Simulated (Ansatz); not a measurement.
H4OSiZn can be A, `[OH][Zn][SiH3]`, or B, `[SiH3][O][ZnH]`.

Isolated molecules relaxed with PBE0-D4/def2-TZVP in Ansatz; ΔE leaves out vibrations. CCSD(T)/CBS adds triple-zeta CCSD(T) − MP2 to the extrapolated MP2 energy (def2 sets, frozen cores). DFT in def2-TZVPP. For Zn outer-core shells are correlated without core-valence functions, which leaves a few kJ/mol of doubt a bond. Scalar relativity is left out up to krypton. One conformer a species, not always the lowest.

A:

```xyz
7

O     1.613   -0.044    2.257
Zn    0.583   -0.021    0.801
Si   -0.679   -0.110   -1.168
H     1.399    0.561    2.968
H    -0.905   -1.516   -1.602
H     0.002    0.607   -2.282
H    -2.013    0.524   -0.973
```

B:

```xyz
7

Si    0.128   -0.402    1.070
O    -0.009    0.575   -0.212
Zn   -0.228    0.851   -1.939
H    -0.987   -1.393    1.128
H     0.100    0.399    2.324
H     1.407   -1.169    1.037
H    -0.413    1.139   -3.408
```

Question: Which is lower in electronic energy at CCSD(T)/CBS, and by how much? (An estimate is asked.)

Answer: Ansatz gave: B, by 19.2 kcal/mol.

Question: Give E(B) − E(A) in kcal/mol with ωB97M-V, MP2/def2-TZVPP, CCSD/def2-TZVPP, r2SCAN-D4, PBE0-D4, CCSD(T)/def2-SVP, CCSD(T)/def2-TZVPP. (Best estimate.)

Answer: Computed: ωB97M-V -19.8, MP2/def2-TZVPP -21.9, CCSD/def2-TZVPP -21.8, r2SCAN-D4 -18.6, PBE0-D4 -16.3, CCSD(T)/def2-SVP -21.7, CCSD(T)/def2-TZVPP -21.0. None reverses the order clearly.

Question: Does the order hold for the free energy at 298.15 K (harmonic terms from PBE0-D4)? (Best estimate.)

Answer: Ansatz gave: Yes: G(B) − G(A) = -20.1 kcal/mol, for one conformer each. Modes under 60 cm⁻¹, often nearly free rotors, make the harmonic entropy too high.

Largest T1 diagnostic: 0.016.

From r2SCAN to r2SCAN0 (25 % exact exchange), in def2-TZVPP and without D4, E(B) − E(A) moves by −1.1 kcal/mol. In def2-TZVPP, CCSD(T) changes the Hartree–Fock value by +6.0 kcal/mol (the triples alone add +0.8 kcal/mol) and MP2 by +5.1 kcal/mol.
